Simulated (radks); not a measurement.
Values are calculated unless marked as measured or tabulated.
Problem. Coherent X-ray form factor from a spherical all-electron density. Code: a radial shooting solver on a logarithmic mesh with Libxc functionals. Model: scalar-relativistic Kohn-Sham, PBEsol, spin-polarised, spherical densities, finite nucleus; Fermi nuclear charge, rms radius of each element as measured or else 0.836 A^(1/3) + 0.57 fm.

sin(theta)/lambda (1/angstrom)  f0 (electrons)
0.05                                    43.526
0.1                                     42.177
0.15                                    40.146
0.2                                     37.690
0.25                                    35.059
0.3                                     32.460
0.4                                     27.845
0.5                                     24.279
0.6                                     21.646
0.8                                     18.034
1                                       15.270
1.25                                    12.201
1.5                                      9.674
2                                        6.643

The species is in the configuration that NIST lists as its ground one. Which atom or ion scatters so?

Solution. The silver ion Ag3+, [Kr] 4d8. Extrapolating in s^2 from the first two rows gives f0(0) = 44.0, near the electron count 44; among species with that count, the fall with angle is slower the higher Z, and the table is that of Z = 47; from so few rows the species is fixed only to a neighbour or two.
